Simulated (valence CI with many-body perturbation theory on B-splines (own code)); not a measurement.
**Energy levels of Rh32+**

Level of theory: valence CI with perturbative core correlation (CI+MBPT): three valence electrons over a frozen Dirac-Fock core [Ne], a basis of 11 s, 11 p, 10 d, 8 f, 5 g, 2 h functions for each j, with the one-electron correlation potential Σ1 (screened to all orders), the two-electron term Σ2, the three-electron term Σ3, Breit, model QED; selected single and double excitations, second order for the rest, scaled by the run's own slope (own B-spline code, finite nucleus).

No measured spectrum was set against this ion. As an estimate, large intervals hold to a few tenths of a per cent, small ones and those within an open d or f shell to about a per cent.

Levels 1 to 45 of 154, with energies above the lowest level, (3s^2 3p1/2) J=1/2. "Leading %" is the weight of the configuration and term that name the level; weights of strongly mixed levels are sums over their largest components and can fall short. In the jj column 3d3/2^4 stands for four electrons in 3d with j = 3/2. Lifetimes count E1, E2, E3, M1 and M2 decay at the calculated energies, and are blank where another channel may lead or the interval is too uncertain; long ones can be off by a factor of two.

| No. | Configuration | Term | J | E (cm⁻¹) | Leading % | Second component | Lifetime | Leading jj |
| --- | --- | --- | --- | --- | --- | --- | --- | --- |
| 1 | 3s²3p | ²P° | 1/2 | 0 | 98 |  |  | 3s^2 3p1/2 (98 %) |
| 2 | 3s²3p | ²P° | 3/2 | 282950 | 98 |  | 4.91 μs | 3s^2 3p3/2 (98 %) |
| 3 | 3s3p² | ⁴P | 1/2 | 607000 | 78 | 17 % 3s3p² ²S | 239 ps | 3s 3p1/2^2 (86 %) |
| 4 | 3s3p² | ⁴P | 3/2 | 798260 | 95 |  | 2.33 ns | 3s 3p1/2 3p3/2 (97 %) |
| 5 | 3s3p² | ⁴P | 5/2 | 862890 | 58 | 39 % 3s3p² ²D | 404 ps | 3s 3p1/2 3p3/2 (90 %) |
| 6 | 3s3p² | ²D | 3/2 | 963230 | 71 | 14 % 3s3p² ²P | 30.2 ps | 3s 3p1/2 3p3/2 (80 %) |
| 7 | 3s3p² | ²P | 1/2 | 1035100 | 70 | 14 % 3s3p² ⁴P | 6.78 ps | 3s 3p1/2 3p3/2 (82 %) |
| 8 | 3s3p² | ²D | 5/2 | 1115900 | 44 | 40 % 3s3p² ⁴P | 333 ps | 3s 3p3/2^2 (80 %) |
| 9 | 3s²3d | ²D | 3/2 | 1258600 | 68 | 29 % 3s3p² ²P | 5.17 ps | 3s^2 3d3/2 (68 %) |
| 10 | 3s3p² | ²S | 1/2 | 1320100 | 68 | 23 % 3s3p² ²P | 9.44 ps | 3s 3p3/2^2 (92 %) |
| 11 | 3s²3d | ²D | 5/2 | 1350600 | 80 | 16 % 3s3p² ²D | 8.51 ps | 3s^2 3d5/2 (80 %) |
| 12 | 3s3p² | ²P | 3/2 | 1364100 | 55 | 23 % 3s3p² ²D | 5.01 ps | 3s 3p3/2^2 (77 %) |
| 13 | 3p³ | ²P° | 3/2 | 1608900 | 31 | 29 % 3p³ ²D° | 17.9 ps | 3p1/2^2 3p3/2 (79 %) |
| 14 | 3s3p3d | ⁴F° | 3/2 | 1712500 | 82 | 10 % 3s3p3d ²D° | 70.3 ps | 3s 3p1/2 3d3/2 (90 %) |
| 15 | 3s3p3d | ⁴F° | 5/2 | 1741000 | 48 | 25 % 3s3p3d ²D° | 376 ps | 3s 3p1/2 3d3/2 (75 %) |
| 16 | 3s3p3d | ⁴F° | 5/2 | 1804200 | 33 | 28 % 3p³ ²D° | 38.6 ps | 3s 3p1/2 3d5/2 (58 %) |
| 17 | 3p³ | ⁴S° | 3/2 | 1815700 | 52 | 20 % 3p³ ²D° | 9.25 ps | 3p1/2 3p3/2^2 (69 %) |
| 18 | 3s3p3d | ⁴F° | 7/2 | 1849900 | 73 | 17 % 3s3p3d ⁴D° | 51.9 ps | 3s 3p1/2 3d5/2 (79 %) |
| 19 | 3s3p3d | ⁴D° | 3/2 | 1857900 | 54 | 29 % 3s3p3d ⁴P° | 7.43 ps | 3s 3p1/2 3d3/2 (64 %) |
| 20 | 3s3p3d | ⁴D° | 1/2 | 1859100 | 78 | 13 % 3s3p3d ²P° | 6.33 ps | 3s 3p1/2 3d3/2 (87 %) |
| 21 | 3s3p3d | ⁴P° | 5/2 | 1872900 | 45 | 21 % 3s3p3d ⁴D° | 11.9 ps | 3s 3p1/2 3d5/2 (75 %) |
| 22 | 3p³ | ²P° | 1/2 | 1956900 | 83 | 16 % 3s3p3d ²P° | 9.64 ps | 3p1/2 3p3/2^2 (83 %) |
| 23 | 3s3p3d | ²F° | 5/2 | 1985500 | 76 | 19 % 3p³ ²D° | 12.3 ps | 3s 3p1/2 3d5/2 (49 %) |
| 24 | 3s3p3d | ²D° | 3/2 | 2033900 | 41 | 20 % 3p³ ²D° | 5.40 ps | 3s 3p1/2 3d5/2 (25 %) |
| 25 | 3s3p3d | ⁴F° | 9/2 | 2038300 | 100 |  | 7.48 μs | 3s 3p3/2 3d5/2 (100 %) |
| 26 | 3s3p3d | ⁴D° | 5/2 | 2068000 | 60 | 12 % 3s3p3d ⁴P° | 6.88 ps | 3s 3p3/2 3d3/2 (82 %) |
| 27 | 3s3p3d | ⁴P° | 3/2 | 2070400 | 44 | 33 % 3s3p3d ⁴D° | 8.48 ps | 3s 3p3/2 3d3/2 (84 %) |
| 28 | 3s3p3d | ⁴P° | 1/2 | 2072600 | 90 | 10 % 3s3p3d ⁴D° | 9.02 ps | 3s 3p3/2 3d3/2 (97 %) |
| 29 | 3s3p3d | ⁴D° | 7/2 | 2072900 | 71 | 22 % 3s3p3d ⁴F° | 8.94 ps | 3s 3p3/2 3d5/2 (47 %) |
| 30 | 3s3p3d | ²P° | 3/2 | 2112300 | 26 | 19 % 3s3p3d ⁴P° | 15.4 ps | 3s 3p3/2 3d5/2 (55 %) |
| 31 | 3s3p3d | ²D° | 5/2 | 2148500 | 50 | 31 % 3s3p3d ⁴P° | 10.1 ps | 3s 3p3/2 3d5/2 (90 %) |
| 32 | 3s3p3d | ²D° | 3/2 | 2202700 | 62 | 16 % 3p³ ²P° | 4.08 ps | 3s 3p3/2 3d3/2 (50 %) |
| 33 | 3s3p3d | ²F° | 7/2 | 2222300 | 97 |  | 10.9 ps | 3s 3p3/2 3d5/2 (68 %) |
| 34 | 3s3p3d | ²F° | 5/2 | 2295300 | 81 | 11 % 3s3p3d ²D° | 4.15 ps | 3s 3p3/2 3d3/2 (86 %) |
| 35 | 3s3p3d | ²F° | 7/2 | 2300200 | 86 | 10 % 3s3p3d ⁴D° | 6.45 ps | 3s 3p3/2 3d5/2 (76 %) |
| 36 | 3s3p3d | ²P° | 1/2 | 2302300 | 85 | 12 % 3s3p3d ⁴D° | 5.12 ps | 3s 3p3/2 3d3/2 (47 %) |
| 37 | 3s3p3d | ²P° | 1/2 | 2345700 | 84 | 15 % 3p³ ²P° | 4.40 ps | 3s 3p3/2 3d5/2 (45 %) |
| 38 | 3s3p3d | ²P° | 3/2 | 2376900 | 83 | 9 % 3s3p3d ²D° | 4.83 ps | 3s 3p3/2 3d5/2 (88 %) |
| 39 | 3s3p3d | ²D° | 5/2 | 2386400 | 69 | 14 % 3s3p3d ²F° | 3.94 ps | 3s 3p3/2 3d5/2 (82 %) |
| 40 | 3p³ | ²P° | 3/2 | 2417300 | 22 | 18 % 3p³ ²D° | 3.29 ps | 3p3/2^3 (40 %) |
| 41 | 3p²3d | ⁴F | 3/2 | 2501700 | 50 | 20 % 3p²3d ²D | 17.1 ps | 3p1/2^2 3d3/2 (93 %) |
| 42 | 3p²3d | ⁴F | 5/2 | 2592600 | 33 | 26 % 3p²3d ⁴D | 15.4 ps | 3p1/2^2 3d5/2 (82 %) |
| 43 | 3p²3d | ²F | 5/2 | 2684900 | 59 | 32 % 3p²3d ⁴F | 20.3 ps | 3p1/2 3p3/2 3d3/2 (86 %) |
| 44 | 3p²3d | ²P | 3/2 | 2721300 | 39 | 33 % 3p²3d ⁴F | 9.78 ps | 3p1/2 3p3/2 3d3/2 (91 %) |
| 45 | 3p²3d | ²F | 7/2 | 2727900 | 43 | 24 % 3p²3d ²G | 17.8 ps | 3p1/2 3p3/2 3d3/2 (74 %) |

The ionisation energy to 3s² ¹S0 of the next ion comes out as 1921.7 eV (NIST: 1903 ± 9 eV (semi-empirical), further off than twice its uncertainty). All 154 levels together are meant to be complete up to 7588500 cm⁻¹.
